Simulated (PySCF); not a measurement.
Geometry (Å), atoms numbered from 1 in this order:
```xyz
18

C    -1.3443    0.2557   -0.5135
C    -1.3672   -0.8623    0.5426
P     0.2046   -0.7177    1.5408
C     1.3067   -1.0920    0.0801
C     1.1178    0.0440   -0.9396
C     0.0115    0.9583   -0.4074
C     0.2810    1.0837    1.0874
H    -2.1425    0.9741   -0.3168
H    -1.4959   -0.1418   -1.5178
H    -2.2251   -0.7660    1.2109
H    -1.4123   -1.8583    0.0983
H     2.3420   -1.1592    0.4206
H     1.0341   -2.0681   -0.3251
H     2.0429    0.6144   -1.0425
H     0.8570   -0.3450   -1.9246
H     0.0043    1.9198   -0.9276
H     1.2601    1.5090    1.3104
H    -0.4834    1.6577    1.6122
```

Theoretical values (PySCF 2.14.0 with density-fitted response routines): σ from GIAO-PBE0/pcSseg-1, coordinates at the GFN2-xTB level. Equivalent nuclei averaged, non-relativistic, one conformer, gas phase.

Shifts are taken against calculated references (same method and geometry level): 13C (σ = 186.93 ppm) and 1H (σ = 31.72 ppm) against TMS; 31P (σ = 318.38 ppm) against H3PO4.

| atoms | nucleus | count | δ (ppm) |
| --- | --- | --- | --- |
| H10/H12 | 1H | 2 | 1.59 |
| C1/C5 | 13C | 2 | 33.1 |
| C7 | 13C | 1 | 36.6 |
| P3 | 31P | 1 | ? |
| C6 | 13C | 1 | ? |
| H8/H14 | 1H | 2 | 1.52 |
| H9/H15 | 1H | 2 | 1.38 |
| H16 | 1H | 1 | 2.54 |
| H17/H18 | 1H | 2 | ? |
| C2/C4 | 13C | 2 | 27.6 |
| H11/H13 | 1H | 2 | 1.11 |

Complete the table.

Results:


- C6: 44.3 ppm, sp3 CH in a ring; saturated and bonded to C and H only
- H17/H18: 1.19 ppm, hydrogen on an sp3 CH2 bonded to P
- P3: -48.4 ppm, phosphorus bonded to 3 C, in a 5-membered ring

Shifts are as computed. Against solution values, carbons near 30 ppm lie about +3 ppm off and those near 130 ppm about +5 ppm. Of 1211 compounds with measured shifts, 218 miss one by over three times the rms of a fit or turn the order of signals round; such compounds aren't used in these exercises. Experimental scales use liquid or dissolved standards, which lie at an offset from isolated H3PO4.
